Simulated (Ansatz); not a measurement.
System: sum formula SnH$_{3}$F (charge 0, singlet). 
Structure (B3LYP-D3(BJ)/def2-TZVP (Ansatz, a program for electronic structure) minimum search):
```xyz
5

F      1.6041    -0.2911     0.4041
Sn    -0.2491     0.0452    -0.0628
H     -0.2109     1.4949    -0.9596
H     -0.7176    -1.3174    -0.9745
H     -1.0525     0.1821     1.4351
```

Property: atomisation energy (electronic, to ground-state atoms), in eV. Correlated levels leave the core frozen unless marked. UHF or UKS for open shells. No spin-orbit coupling. The frozen core is the preceding noble-gas configuration, with the filled d and f shells of earlier blocks. In def2 rows, elements after Kr have scalar-relativistic effective core potentials. The coupled-cluster limit lacks core correlation, which all-electron functionals hold. Basis-set limits of correlation are two-point, X^-3; Hartree-Fock from the larger set.

```csv
level,program,atomisation energy (eV)
BLYP/def2-TZVPD,Ansatz,12.78
revPBE-D4/def2-TZVPD,Ansatz + dftd4,?
B97M-V/def2-TZVPD,Ansatz,?
PBE0-D3(BJ)/def2-TZVP,Ansatz + dftd3,12.63
PBE0-D4/def2-TZVP,Ansatz + dftd4,12.63
PBE0-D4/def2-TZVPD,Ansatz + dftd4,?
B2GP-PLYP/def2-TZVPD,Ansatz,?
B2PLYP-D4/def2-TZVPD,Ansatz + dftd4,12.82
B2PLYP/def2-TZVPD,Ansatz,12.78
"CCSD(T)/CBS(def2-TZVPPD,def2-QZVPPD)",Ansatz,13.17
```

Problem. What belongs in the gaps?

Solution. 
- revPBE-D4/def2-TZVPD, atomisation energy (eV): 12.57
- B97M-V/def2-TZVPD, atomisation energy (eV): 13.37
- PBE0-D4/def2-TZVPD, atomisation energy (eV): 12.64
- B2GP-PLYP/def2-TZVPD, atomisation energy (eV): 12.75
